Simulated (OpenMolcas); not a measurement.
**Cl6+: effect of the IPEA shift**

```yaml
Program: OpenMolcas
Basis: ANO-RCC-VDZP [4s3p1d]
Scalar_Hamiltonian: DKH2, point nucleus
Active_space: 1 electron in 4 orbitals (3s 3p)
State_averaging: 2S+1 = 2 even, 1 root; 2S+1 = 2 odd, 3 roots
Spin-orbit_coupling: state interaction with AMFI integrals over the reference wave functions, term energies averaged over their components
```

Methods on the same reference wave functions:
A. CASSCF
B. SS-CASPT2, IPEA 0.25 Eh, imaginary shift 0.1 Eh (closed shells correlated: 2s 2p)
C. SS-CASPT2, IPEA 0.5 Eh, imaginary shift 0.1 Eh (closed shells correlated: 2s 2p)

Energies in cm-1 above 3s 2S 1/2, the measured ground level; measured values from Moore, Atomic Energy Levels, vol. I, NSRDS-NBS 35 (1971 reprint of NBS Circular 467, 1949).

```
     Level       A       B       C  Measured
 3s 2S 1/2     0.0     0.0     0.0       0.0
3p 2P* 1/2  132524  132625  132624    123001
3p 2P* 3/2  133739  133839  133838    124891
```

Deviations, from unrounded energies. A percentage is the sum of absolute deviations over the sum of measured energies, with the sign that they share, or ± where signs differ.

| Against measurement | Levels | A | B | C |
| --- | --- | --- | --- | --- |
| mean absolute deviation (cm-1) | 2 | 9200 | 9300 | 9300 |
| other configurations (%) | 2 | +7.4 | +7.5 | +7.5 |

A, B, C lie about equally close to measurement. The largest miss of A in the table is 3p 2P* 1/2, by +9500 cm-1. The ranking rests on the paired levels alone, and a cruder setting can come out closer through cancelling errors.

Between B and C no level of the table moves by more than 5 cm-1.

The lowest spin-free term lies below A's lowest term by 0.005 hartree in B, 0.005 hartree in C.

The basis is small and was not contracted for so high a charge. With one active electron the reference holds no correlation, so core polarisation is missing (holds for A). With one active electron, CASPT2 adds the correlation within the correlated inactive shells and between them and that electron, and leaves the splitting within a term as the reference gives it (holds for B; C). Computed and measured levels are paired by configuration, term and J; levels that our copy of the source lacks, or whose pairing is in doubt (as where it misses far off the trend of its configuration), stay unpaired and out of the deviations. Levels of configurations outside the active space are missing.

* marks odd parity.
